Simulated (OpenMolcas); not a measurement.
An OpenMolcas run meant for B⁺ (ANO-RCC-VTZP, DKH2; inactive shells 1s; intended active space 2 electrons in 9 orbitals (RAS2 2s 2p; RAS3 3d, at most 2 electrons)). One step of its input:

```
&CASPT2
Multistate=3 1 2 3
Frozen=0 0
IPEA=0.25
Imaginary=0.1
MaxIter=60
WThr=0.0 0.3 0.05
PrWF=0.5
NoMix
Deleted=6 7
```

The run finished. Its levels beside those of a sound run (SS-RASPT2, IPEA 0.25 Eh, imaginary shift 0.1 Eh (closed shells correlated: 1s)), in cm-1 above each run's lowest level:

```csv
Level,This run,Usual run
2s2 1S0,0.0,0.0
2s 2p 3P* 0,37359,37163
2s 2p 3P* 1,37366,37170
2s 2p 3P* 2,37381,37185
2s 2p 1P* 1,74853,74162
2p2 3P0,99444,99052
2p2 3P1,99452,99060
2p2 3P2,99466,99074
2p2 1D2,103640,102856
2p2 1S0,132841,130995
```

Question: Which setting is unsound, and how much does it matter here?

Answer: Nearly half of the orbitals are deleted from the virtual space, which removes much of the correlation energy. Against the sound run the excited levels shown move by 570 cm-1 on average and by 1800 cm-1 at most.

Active for correlation alone: 3d; no level in the range computed is led by a configuration that fills it, so any true level of that kind is missing. Levels of configurations outside the active space are missing.

* marks odd parity.
